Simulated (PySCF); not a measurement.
# Diatomic cations of Be with group 13

CCSD(T) with triple-zeta basis sets in PySCF, for the lowest determinant that a PBE0 search found; no spin–orbit coupling. De refers to high-spin ground-configuration atoms (the charge goes to the atom of lower measured ionisation energy or higher electron affinity, which is not always the lowest computed limit).

| M | basis | reference, frozen orbitals | charged atom | state (unpaired electrons) | Re (Å) | ωe (cm⁻¹) | De (eV) |
| --- | --- | --- | --- | --- | --- | --- | --- |
| B | def2-TZVP | RHF, 1 | B+ | singlet (closed shell) | 2.219 | 471 | 1.64 |
| Al | def2-TZVP | RHF, 5 | Al+ | singlet (closed shell) | 2.841 | 243 | 0.53 |
| Ga | pcseg-2 | RHF, 9 | Ga+ | singlet (closed shell) | 2.775 | 235 | 0.58 |

The shortest bond is that of BeB⁺ (2.219 Å), the longest that of BeAl⁺ (2.841 Å).

The rows differ in basis set, which adds steps of its own.

Down a group the atoms grow and get heavier, so bonds lengthen and wavenumbers fall; the exceptions here are the shorter bond at Ga.

Correlated steps freeze the inner cores (1 to 9 orbitals); shallow outer-core shells are correlated. For an ion De counts to the pair picked by the measured ionisation energies or electron affinities, which need not be the lowest pair at this level. The CCSD T1 diagnostic is raised in BeB⁺, a sign that a single reference may not be enough there.
